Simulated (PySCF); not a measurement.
ECD: `C[C@@H](S)[C@@H]1C[C@@H]1C#N`, C₆H₉NS

Geometry:
```tsv
atom	x (Å)	y (Å)	z (Å)
C1	-1.333	1.379	0.287
C2	-0.818	-0.013	0.613
S3	-2.211	-1.230	0.650
C4	0.166	-0.502	-0.417
C5	1.190	-1.524	-0.055
C6	1.623	-0.098	-0.305
C7	2.032	0.697	0.796
N8	2.357	1.344	1.684
H9	-0.502	2.082	0.278
H10	-2.054	1.710	1.032
H11	-1.815	1.385	-0.689
H12	-0.362	-0.031	1.607
H13	-2.880	-0.628	1.630
H14	-0.243	-0.535	-1.420
H15	1.211	-1.881	0.964
H16	1.471	-2.267	-0.785
H17	2.161	0.123	-1.219
```

Computed with TDDFT PBE0/def2-SVPD circular dichroism and optical rotation, one conformer, gas phase in PySCF. Geometry: GFN2-xTB.

The molecule is flexible and this is one conformer; a measurement averages over conformers. States above about 7.1 eV (minus the energy of the highest occupied orbital) lie near or above the ionisation threshold and depend on the basis. Singlets 6 and 7 lie within 0.01 eV of each other, so their separate moments and overlaps can depend on how they mix.

Problem. Assign R or S to each stereocentre.

Solution. C2 R, C4 R, C6 S.

Problem. List the lowest 12 singlet excitations with oscillator and rotatory strengths.

Solution. Rotatory strengths R in 10⁻⁴⁰ esu² cm², velocity form and length form (origin at the centre of mass); f in length form.
```
state  E (eV)  λ (nm)      f  R (velocity)  R (length)                                    main
    1    5.52     225  0.003          +4.9        +5.9        HOMO→LUMO 0.74, HOMO→LUMO+2 0.13
    2    6.14     202  0.027         -10.1        -9.8      HOMO→LUMO+1 0.73, HOMO→LUMO+3 0.19
    3    6.54     189  0.005          +2.3        +2.3        HOMO→LUMO+2 0.56, HOMO→LUMO 0.22
    4    6.75     184  0.014          +5.4        +5.4      HOMO→LUMO+3 0.67, HOMO→LUMO+2 0.23
    5    7.11     174  0.024          +4.0        +4.0      HOMO→LUMO+5 0.68, HOMO→LUMO+4 0.27
    6    7.16     173  0.016         +12.3       +13.1      HOMO→LUMO+4 0.50, HOMO→LUMO+5 0.24
    7    7.17     173  9e-05          +0.4        +0.3      HOMO−1→LUMO 0.44, HOMO→LUMO+4 0.13
    8    7.47     166  0.007          -4.1        -4.2                        HOMO→LUMO+6 0.78
    9    7.63     163  0.040          -9.9       -10.0    HOMO−2→LUMO 0.30, HOMO−1→LUMO+1 0.16
   10    7.76     160  0.021          -4.0        -3.1                        HOMO→LUMO+7 0.68
   11    7.82     159  0.017          -0.2        -0.2    HOMO−1→LUMO 0.22, HOMO−2→LUMO+1 0.14
   12    7.92     157  0.007          -3.5        -3.3  HOMO−1→LUMO+1 0.19, HOMO−1→LUMO+2 0.15
```

Among the states computed, the strongest CD band (largest |R|) is state 6. The largest dissymmetry factor in size, g = 4R/(D+G), with D and G the electric and magnetic dipole strengths, is +0.013 for state 1 (velocity form, f = 0.003), among bands with |R| over 0.5. The mirror image has the same energies and oscillator strengths and all R with the opposite sign.
